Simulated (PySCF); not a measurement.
Isomers of C5H8F2O2, one GFN2-xTB conformer each. Single-point energies are computed at PBE0/pcSseg-1 (PySCF, gas phase, no added dispersion term), electronic only.

```json
{"SMILES": "FC[C@@H]1CO[C@@H](F)CO1", "GFN2-xTB relative energy (kcal/mol)": "0.0"}
{"SMILES": "CCOCO/C(F)=C/F", "GFN2-xTB relative energy (kcal/mol)": "24.2"}
```

Conformers: `[F:1][CH2:2][C@@H:3]1[CH2:4][O:5][C@@H:6]([F:7])[CH2:8][O:9]1` with F1–C2–C3–C4 -62°, C2–C3–C4–O5 -150°, C3–C4–O5–C6 -29°, C4–O5–C6–F7 -65°, O5–C6–C8–O9 -19°; `[CH3:1][CH2:2][O:3][CH2:4][O:5]/[C:6]([F:7])=[CH:8]/[F:9]` with C1–C2–O3–C4 172°, C2–O3–C4–O5 68°, O3–C4–O5–C6 172°, C4–O5–C6–F7 10°.

Task: What does PBE0/pcSseg-1 give for the same structures?

Result: 
```json
{"SMILES": "FC[C@@H]1CO[C@@H](F)CO1", "PBE0/pcSseg-1 E (Eh)": "-544.82022", "PBE0/pcSseg-1 (kcal/mol)": "0.0", "GFN2-xTB (kcal/mol)": "0.0", "point group": "C1"}
{"SMILES": "CCOCO/C(F)=C/F", "PBE0/pcSseg-1 E (Eh)": "-544.78260", "PBE0/pcSseg-1 (kcal/mol)": "23.6", "GFN2-xTB (kcal/mol)": "24.2", "point group": "C1"}
```

Both levels put the same isomer lowest. As drawn, the higher has a C=C bond outside aromatic rings, which the lower lacks.

Task: Which frontier levels, dipoles and rotational constants go with these structures?

Result: 
```tsv
SMILES	HOMO (eV, PBE0/pcSseg-1)	LUMO (eV)	dipole (D)	A, B, C (MHz)
FC[C@@H]1CO[C@@H](F)CO1	-7.68	1.31	1.78	3075, 1066, 958.8
CCOCO/C(F)=C/F	-6.53	1.06	2.78	5214, 592.2, 549.8
```
